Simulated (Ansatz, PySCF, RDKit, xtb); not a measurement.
Noncovalent pair: CH4O (SMILES CO) (first 6 atoms) with H4OSi (SMILES O[SiH3]); geometry from B3LYP-D3(BJ)/def2-TZVP, rigid monomers moved along the line of their centres of mass till O2···H9 is 3.20 Å.
(charge 0, multiplicity 1):
```xyz
12

C     -0.063     0.092     0.184
O     -0.998     0.348     1.236
H     -0.101    -0.951    -0.143
H      0.925     0.296     0.590
H     -0.239     0.751    -0.669
H     -1.890     0.168     0.922
O      0.430    -1.313     4.774
Si     1.524    -0.519     5.704
H      0.009    -0.822     4.045
H      2.615     0.078     4.885
H      2.107    -1.513     6.631
H      0.912     0.580     6.493
```

Interaction energies are E(AB) − E(A) − E(B) at the monomers' geometry in the complex; basis-set methods are counterpoise corrected. Rows marked so take none. RDKit's UFF carries no charges.

Cores are frozen in the correlated methods. Rows in 6-31G* carry no dispersion term and start afresh at each structure (6-31G* with six Cartesian d functions).

Codes used: Ansatz (a program for electronic structure); PySCF for 6-31G* rows, the dispersion terms; RDKit for the force fields; xtb for the GFN methods. Each number belongs to the level named beside it.

```
level                           interaction energy (kcal/mol)
------------------------------  -----------------------------
UFF                                                     -0.41
GFN1-xTB                                                -1.66
HF/6-31G* (no counterpoise)                             -2.57
PBE-D3(BJ)/def2-TZVPPD                                  -2.26
BP86/6-31G* (no counterpoise)                           -2.36
B3LYP/6-31G* (no counterpoise)                          -2.55
PBE0/def2-TZVPPD                                   (withheld)
PBE0-D4/def2-TZVPPD                                     -2.26
CCSD(T)/aug-cc-pV(D+d)Z                            (withheld)
```

Q: Some entries are withheld; supply them.

A: 
- PBE0/def2-TZVPPD, interaction energy (kcal/mol): -1.97
- CCSD(T)/aug-cc-pV(D+d)Z, interaction energy (kcal/mol): -2.14
